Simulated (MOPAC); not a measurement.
MOPAC input (PM6):

```
PM6 PRECISE GNORM=0.05 LET XYZ GEO-OK AUX(PRECISION=9) THREADS=1
H2Sn

Sn    0.00624545 1    0.00001533 1    0.04778301 1
H    -0.14809190 1   -1.26562731 1   -1.19522083 1
H    -0.16418077 1    1.26486076 1   -1.19392983 1
```

From the last part of the output:

```
                                                       MOPAC v23.2.5 Linux

          FINAL HEAT OF FORMATION =         59.76671 KCAL/MOL =     250.06390 KJ/MOL

          COSMO AREA              =         83.37 SQUARE ANGSTROMS
          COSMO VOLUME            =         70.62 CUBIC ANGSTROMS

          GRADIENT NORM           =          0.00987          =       0.00570 PER ATOM
          IONIZATION POTENTIAL    =          8.099887 EV
          HOMO LUMO ENERGIES (EV) =         -8.100 -1.091
          NO. OF FILLED LEVELS    =          3
          MOLECULAR WEIGHT        =        120.7058         POINT GROUP:  C2v

          MOLECULAR DIMENSIONS (Angstroms)

            Atom       Atom       Distance
            H     3    H     2     2.56736
            H     2   Sn     1     1.13934
           Sn     1    H     3     0.00000

          SCF CALCULATIONS        =          9

   ATOM   CHEMICAL          X               Y               Z
  NUMBER   SYMBOL      (ANGSTROMS)     (ANGSTROMS)     (ANGSTROMS)

     1      Sn          0.00395454  *   0.00000970  *   0.03025559  *
     2       H         -0.13554470  *  -1.28400443  *  -1.10012894  *
     3       H         -0.15186765  *   1.28329897  *  -1.09881922  *

                             CARTESIAN COORDINATES

   1   Sn        0.003954539     0.000009700     0.030255595
   2    H       -0.135544702    -1.284004433    -1.100128942
   3    H       -0.151867652     1.283298973    -1.098819217

           Empirical Formula: H2 Sn  =     3 atoms

      MOLECULAR POINT GROUP   :   C2v

                  EIGENVALUES
 -16.05167 -10.97481  -8.09989  -1.09081   3.22938   3.45109

              NET ATOMIC CHARGES AND DIPOLE CONTRIBUTIONS

  ATOM NO.   TYPE          CHARGE      No. of ELECS.   s-Pop       p-Pop
    1         Sn           0.118569        3.8814     1.80232     2.07911
    2          H          -0.059285        1.0593     1.05928
    3          H          -0.059285        1.0593     1.05928
 DIPOLE           X         Y         Z       TOTAL
 POINT-CHG.     0.084     0.000     0.643     0.649
 HYBRID        -0.368    -0.001    -2.819     2.843
 SUM           -0.284    -0.001    -2.175     2.194

          ATOMIC ORBITAL ELECTRON POPULATIONS

     Atom    s        px        py        pz
    1 Sn   1.80232   0.01984   0.90033   1.15895
    2  H   1.05928
    3  H   1.05928

 **********************
 *                    *
 * JOB ENDED NORMALLY *
 *                    *
 **********************

 == MOPAC DONE ==
```

The geometry given is a B3LYP-D3(BJ)/def2-TZVP minimum.
